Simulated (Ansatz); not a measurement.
Job for Ansatz (a program for electronic structure): SC-NEVPT2 on CASSCF(4,3)/def2-TZVPP on FHOPb (SMILES [OH][Pb][F]), a point of a bond scan (R = 2.608 Å). Elements past Kr take the def2 small-core potentials; no spin–orbit coupling.

Ansatz 0.2 input:
```yaml
crystal:
  periodic: [false, false, false]
  atoms:
    - {symbol: Pb, position_ang: [0.11984709, 0.02505711, 0.23369822]}
    - {symbol: F, position_ang: [-0.29894545, 1.35257794, -1.30236435]}
    - {symbol: O, position_ang: [-0.75278508, -1.60708419, -0.73088014]}
    - {symbol: H, position_ang: [-1.72987933, -0.97022628, -3.06382413]}
basis:
  gaussian:
    orbitals: def2-TZVPP
    pivot_positions_ang: [[0.11984709, 0.02505711, 0.23369822], [-0.29894545, 1.35257794, -1.30236435], [-0.75278508, -1.60708419, -0.73088014], [-1.72987933, -0.97022628, -3.06382413]]
magnetization: {spin_polarized: false}
correlation: {method: sc_nevpt2, electrons: outside_noble_gas, active_space: {window: {electrons: 4, orbitals: 3}}}
output: {orbitals: {seedname: ./end}}
```

Task: Give the final energy of this run.

Result: -367.2314 hartree.

Task: How many basis functions does it have, and what does it roughly cost on one machine?

Result: 126 functions; about 40 core-seconds (a rough figure).
